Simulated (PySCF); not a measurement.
**Computed properties of C2H5BrSn, SMILES C=[CH][SnH2][Br]**

Sn(H)2(Br)(vinyl) (C2H5BrSn), SMILES [Br][SnH2][CH]=C. Geometry optimised at r2SCAN-D4/def2-SVP. The structure was generated by enumeration; whether it is a known compound was not checked. The def2 effective core potentials stand for the cores of Sn; spin–orbit coupling is left out. One conformer was computed; it need not be the lowest. All values are computed for the isolated molecule unless a solvent is named; none is compared with measurement here.

**Structure.** All 21 harmonic modes at r2SCAN-D4/def2-SVP (PySCF) are real, so it is a minimum. With heavy atoms numbered as in [SnH2:1]([Br:2])[CH:3]=[CH2:4], the shortest bond between them is C3–C4 at 1.339 Å and the longest Sn1–Br2 at 2.516 Å.

**Vibrations.** The strongest infrared lines (harmonic, unscaled, degenerate partners summed) lie at 633 cm⁻¹ (194 km/mol, H 92 %), 1933 cm⁻¹ (161 km/mol, H 99 %), 1918 cm⁻¹ (114 km/mol, H 99 %). The softest mode is at 46 cm⁻¹ and the zero-point energy is 35.0 kcal/mol.

**Electronic structure.** ωB97X/def2-TZVP (PySCF) places the frontier levels at -10.24 and 0.77 eV, a gap of 11.01 eV, and gives a dipole moment of 3.01 D and a mean polarisability of 82.9 bohr³. PBE/def2-TZVP (PySCF) at the same geometry gives -6.68 and -2.12 eV, so its gap is 6.45 eV narrower. An orbital gap is neither the optical nor the fundamental gap.

**Excitations.** TDDFT-PBE0/def2-SVPD (PySCF) has S1 at 5.33 eV (232 nm, f = 0.021, weak); the most intense of the 10 singlets computed lies at 6.30 eV (f = 0.12). T1 (TDA) is at 4.18 eV. TDDFT-PBE/def2-SVPD (PySCF) puts S1 at 4.64 eV. No vertical singlet excitation falls in the visible range (under 3.1 eV).
